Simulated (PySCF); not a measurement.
(NMe2)3Si-S-SiH3, C6H21N3SSi2.
Structure used (PBE0-D3(BJ)/def2-SVP), in Å, numbered top down from 1:
```
atom  x, y, z in Å
Si1   -0.194   -0.036    0.390
N2    -1.357   -0.873   -0.578
C3    -1.583   -2.294   -0.588
C4    -2.086   -0.148   -1.589
N5    -0.736    1.539    0.837
C6    -1.716    1.727    1.876
C7    -0.380    2.741    0.133
N8     1.324    0.115   -0.434
C9     2.398    0.912    0.103
C10    1.585   -0.454   -1.731
S11    0.068   -1.173    2.224
Si12   1.739   -2.340    1.559
H13   -1.169   -2.789   -1.490
H14   -1.130   -2.759    0.297
H15   -2.666   -2.517   -0.560
H16   -1.948    0.936   -1.460
H17   -1.767   -0.410   -2.618
H18   -3.171   -0.354   -1.520
H19   -2.683    2.091    1.476
H20   -1.371    2.461    2.629
H21   -1.911    0.783    2.407
H22    0.084    3.489    0.805
H23    0.335    2.519   -0.672
H24   -1.264    3.225   -0.330
H25    2.154    1.248    1.123
H26    2.595    1.813   -0.511
H27    3.342    0.338    0.156
H28    2.470   -1.118   -1.713
H29    1.774    0.327   -2.495
H30    0.724   -1.050   -2.064
H31    3.012   -1.565    1.505
H32    1.489   -2.968    0.227
H33    1.897   -3.427    2.572
```

The closed-shell ground state was solved at several levels (PySCF, density fitting, gas phase, non-relativistic).

```json
{"level": "CAM-B3LYP/def2-SVPD", "basis functions": "423", "total energy (Eh)": "-1382.0447", "HOMO (eV)": "-7.55", "LUMO (eV)": "1.04", "gap (eV)": "8.59", "dipole (D)": "2.33"}
{"level": "KT2/pcSseg-1", "basis functions": "330", "total energy (Eh)": "-1397.7227", "HOMO (eV)": "-5.00", "LUMO (eV)": "-0.55", "gap (eV)": "4.45", "dipole (D)": "2.53"}
```

(1) Estimate the row for PBE0/pcSseg-1, a basis of 330 functions; the other rows only guide the guess.

(2) Over all these levels, which gives the widest orbital gap and which the narrowest?

(3) How far do the dipole and the HOMO energy spread over the levels?

## Answers

(1) Total energy -1381.8587 Eh, HOMO -6.17 eV, LUMO 0.46 eV, gap 6.63 eV, dipole 2.66 D.

(2) CAM-B3LYP/def2-SVPD (range-separated hybrid) has the widest, 8.59 eV, and KT2/pcSseg-1 (GGA) the narrowest, 4.45 eV. Functional and basis both differ between the two, so the spread mixes both effects.

(3) The dipole runs from 2.33 to 2.66 D (mean 2.51 D) and the HOMO from -7.55 to -5.00 eV.

One conformer stands for the species.
